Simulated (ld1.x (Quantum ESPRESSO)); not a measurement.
## Plane-wave convergence, RRKJ potential for fluorine

F (Z = 9), norm-conserving RRKJ (Kleinman–Bylander form), made with ld1.x (Quantum ESPRESSO) 7.5 (LDA (PZ), scalar-relativistic). Core [He], reference 2s2 2p3 (charge +2). Waves: 2s (bound): rc 0.70 bohr; 2p (bound): rc 1.25 bohr. Local part: all-electron potential smoothed inside 0.65 bohr (lloc = -1). Core correction: a·sin(br)/r model core inside 0.45 bohr.

The pseudo-atom Hamiltonian at the reference potential is diagonalised in spherical Bessel functions j_l(qr) that vanish at 20 bohr, with q² up to the cutoff. All-electron valence levels (Ry): 2s -4.9690, 2p -3.6098.

Task: How do the lowest levels (Ry) of each channel move with the cutoff, and are there ghosts?

Result:

```csv
cutoff (Ry),s #1,s #2,p #1,d #1,d #2,f #1,Σ f·Δε (mRy)
8,-4.4098,-1.0238,-1.8706,-0.5385,-0.2831,-0.2547,6335.9
15,-4.4991,-1.0533,-2.3951,-0.5465,-0.2866,-0.2547,4583.9
21,-4.5098,-1.0542,-2.6918,-0.5490,-0.2877,-0.2547,3672.4
30,-4.5652,-1.0606,-3.1089,-0.5502,-0.2882,-0.2547,2310.2
45,-4.7031,-1.0795,-3.4784,-0.5510,-0.2885,-0.2547,926.0
60,-4.8127,-1.0950,-3.5822,-0.5512,-0.2886,-0.2547,395.3
80,-4.8883,-1.1059,-3.6088,-0.5513,-0.2886,-0.2547,164.3
100,-4.9323,-1.1122,-3.6097,-0.5513,-0.2887,-0.2547,73.8
140,-4.9622,-1.1166,-3.6098,-0.5514,-0.2887,-0.2547,13.7
200,-4.9687,-1.1176,-3.6098,-0.5514,-0.2887,-0.2547,0.7
260,-4.9690,-1.1176,-3.6098,-0.5514,-0.2887,-0.2547,0.1
400,-4.9690,-1.1176,-3.6098,-0.5514,-0.2887,-0.2547,0.0
```

Result: no extra level below or beside the all-electron valence levels (s, p, d, f tested); 10 mRy is reached at 160 Ry and 1 mRy at 200 Ry.

Its largest configuration-test error is +959 meV.
